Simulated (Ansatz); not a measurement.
`BC(N)=O` and `C[SiH2]C(N)=O` differ in one atom or group.

Ansatz, PBE0-D4/def2-TZVP geometries, multiplicity 1. Each molecule was computed in one conformer, which needn't be the lowest.

| property | `BC(N)=O` |
| --- | --- |
| zero-point energy (PBE0-D4/def2-TZVP) / kJ/mol | 152.3 |
| ideal-gas entropy at 298 K and 1 bar (rigid rotor, harmonic PBE0-D4/def2-TZVP) / J/(mol·K) | 279 |
| size of the dipole moment (ωB97M-V/def2-TZVPP) / D | 4.67 |
| LUMO energy (PBE0/def2-TZVPP) / eV | 0.01 |
| size of the dipole moment (PBE/def2-TZVPP) / D | 4.67 |
| LUMO energy (B3LYP/def2-TZVPP) / eV | -0.26 |

Task: Give the same properties after the change, and the shifts. (Best estimate.)

Result: Computed: 
```json
{"property": "zero-point energy (PBE0-D4/def2-TZVP) / kJ/mol", "`C[SiH2]C(N)=O`": "235.9", "shift": "83.6"}
{"property": "ideal-gas entropy at 298 K and 1 bar (rigid rotor, harmonic PBE0-D4/def2-TZVP) / J/(mol·K)", "`C[SiH2]C(N)=O`": "352", "shift": "73"}
{"property": "size of the dipole moment (ωB97M-V/def2-TZVPP) / D", "`C[SiH2]C(N)=O`": "3.10", "shift": "-1.57"}
{"property": "LUMO energy (PBE0/def2-TZVPP) / eV", "`C[SiH2]C(N)=O`": "-0.17", "shift": "-0.18"}
{"property": "size of the dipole moment (PBE/def2-TZVPP) / D", "`C[SiH2]C(N)=O`": "2.88", "shift": "-1.79"}
{"property": "LUMO energy (B3LYP/def2-TZVPP) / eV", "`C[SiH2]C(N)=O`": "-0.41", "shift": "-0.15"}
```

With PBE0 the HOMO rises by 1.24 eV and the LUMO falls by 0.18 eV, so the gap narrows by about 1.42 eV. PBE moves the HOMO by 1.30 eV and ωB97M-V by 1.27 eV. The zero-point energy changes by 83.6 kJ/mol with +12 modes. Dipoles are sizes alone; their direction can turn. Modes under 60 cm⁻¹, often nearly free rotors, make the harmonic entropy too high.

B3LYP here is the variant with VWN-RPA as its local correlation; programs differ in this.
